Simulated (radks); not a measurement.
Q: The oxygen anion O2-, [Ne], held by a Watson sphere: a shell of charge +2 at radius R that stands for the Madelung well of a crystal (potential energy -2/R inside, -2/r outside, in hartree with lengths in bohr). Method: scalar-relativistic Kohn-Sham, LDA (Slater exchange, VWN5 correlation), spin-polarised, spherical densities, point nucleus; computed with a radial shooting solver on a logarithmic mesh with Libxc functionals. Response by self-consistent Sternheimer equations with the Hartree and adiabatic LDA kernel, the relativistic mass of each level held fixed and spin-orbit coupling left out. The sphere does not respond.

| R (bohr) | e(1s) (eV) | e(2s) (eV) | e(2p) (eV) | <r> 2p (bohr) | sum of <r^2> (bohr^2) | X-ray form factor at sin(theta)/lambda = 0.1 1/angstrom | alpha (bohr^3) |
|---|---|---|---|---|---|---|---|
| 2.98 | -503.85 | -18.703 | -5.064 | 1.698 | 28.64 | 8.316 | 37.28 |
| 3.15 | -503.67 | -18.332 | -4.705 | 1.730 | 29.88 | 8.272 | 43.49 |
| 3.45 | -503.37 | -17.771 | -4.147 | 1.784 | 32.14 | 8.199 | 56.80 |
| 3.49 | -503.33 | -17.705 | -4.079 | 1.791 | 32.45 | 8.190 | 58.83 |

Estimate the row for R = 2.7 bohr.

A: e(1s) (eV) -504.14; e(2s) (eV) -19.414; e(2p) (eV) -5.731; <r> 2p (bohr) 1.643; sum of <r^2> (bohr^2) 26.63; X-ray form factor at sin(theta)/lambda = 0.1 1/angstrom 8.394; alpha (bohr^3) 28.77.
